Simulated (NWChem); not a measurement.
# Basis-set convergence for H$_{4}$BO$_{2}$P

```xyz
8

B      0.3323     0.3772     0.0000
O      0.7321     0.8679    -1.2188
H      1.3412     1.6281    -1.1675
O      0.7321     0.8679     1.2188
H      1.3412     1.6281     1.1675
P     -1.0153    -1.0293     0.0000
H     -0.4139    -1.7950     1.0568
H     -0.4139    -1.7950    -1.0568
```
Charge 0, spin multiplicity 1.

The numbers come from NWChem runs, not from measurements. Structure: optimised with PBE/def2-SVP, a minimum by its harmonic frequencies. It is one conformer; others weren't searched.

Quantity: LUMO energy at the level B3LYP.

B3LYP has NWChem's definition, with VWN1-RPA local correlation. The Pople sets run with spherical d functions. The structure started from a generated list of species.

| basis | functions | LUMO energy (eV) |
|---|---|---|
| 6-31G* | 68 | ___ |
| def2-SVP | 80 | 0.29 |
| pcseg-1 | 80 | -0.11 |
| cc-pVDZ | 80 | ___ |
| def2-SVPD | 122 | ___ |
| aug-cc-pVDZ | 132 | -1.06 |
| def2-TZVP | 154 | -0.36 |
| cc-pVTZ | 180 | -0.15 |
| def2-TZVPP | 191 | -0.36 |
| def2-TZVPD | 196 | -0.97 |

Task: Some entries are withheld; supply them.

Result: 
- 6-31G*, LUMO energy (eV): 0.73
- cc-pVDZ, LUMO energy (eV): 0.38
- def2-SVPD, LUMO energy (eV): -0.84
